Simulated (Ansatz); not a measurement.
Reaction (substitution at a C–C bond): `N#Cc1cccs1` + CH₃SH → `CSC#N` + thiophene

Program: Ansatz. Geometries: PBE0-D4/def2-TZVP. ΔE: electronic, gas phase. CCSD(T)/CBS is the MP2 limit (def2-TZVPP, def2-QZVPP) plus CCSD(T) − MP2 in def2-TZVPP, frozen cores. This one scheme is used for every species.

`N#Cc1cccs1`:

```xyz
10

N    -2.703   -1.387   -1.693
C    -1.848   -0.884   -1.104
C    -0.807   -0.266   -0.383
C     0.526   -0.599   -0.391
C     1.289    0.232    0.452
C     0.527    1.176    1.081
S    -1.114    1.065    0.658
H     0.922   -1.411   -0.984
H     2.357    0.138    0.589
H     0.852    1.936    1.776
```

CH₃SH:

Z-matrix (Å, degrees):
```
C
S 1 1.806
H 1 1.089 2 111.5
H 1 1.089 2 111.5 3 -123.8
H 1 1.090 2 106.2 3 118.1
H 2 1.342 1 97.1 3 61.9
```

`CSC#N`:

Cartesian coordinates in Å:
```
C -0.457 0.082 0.846
S 0.512 1.089 -0.303
C 0.826 -0.064 -1.484
N 1.058 -0.835 -2.313
H -1.364 -0.277 0.365
H -0.715 0.751 1.667
H 0.140 -0.746 1.222
```

`c1ccsc1`:

Cartesian coordinates in Å:
```
C 0.993 0.031 -0.036
C -0.048 -0.088 -0.989
C -1.284 -0.080 -0.414
S -1.181 0.072 1.281
C 0.522 0.127 1.240
H 2.046 0.045 -0.284
H 0.112 -0.177 -2.056
H -2.246 -0.156 -0.897
H 1.086 0.226 2.155
```

```
     species  MP2/CBS(def2) energy (Eh)
`N#Cc1cccs1`                 -644.43371
       CH₃SH                 -438.17872
     `CSC#N`                 -530.29616
   `c1ccsc1`                 -552.30922
```

Question: Work out ΔE.

Answer: ΔE = (-530.29616) + (-552.30922) − (-644.43371) − (-438.17872) = 0.00705 Eh = +0.19 eV. CCSD(T)/CBS gives +0.18 eV.

Question: What do rigid-rotor, harmonic-oscillator terms from PBE0-D4/def2-TZVP frequencies (298.15 K, 1 bar) make of the CCSD(T)/CBS value? (Best estimate.)

Answer: The calculation gave: ΔZPE = +0.05 eV, ΔH = +0.22 eV, ΔS = -2 J/(mol·K), ΔG = +0.22 eV.

Largest T1 diagnostic among the species: 0.014.

Leaving LDA and LC-ωPBE aside and taking each functional with its dispersion term where it has one, the values, not all of them listed here, spread over 0.06 eV, from ωB97M-V to BHLYP-D4. LDA lies +0.04 eV from PBE without D4. At CCSD(T), def2-SVP lies +0.16 eV from the extrapolated value and def2-TZVPP +0.02 eV.
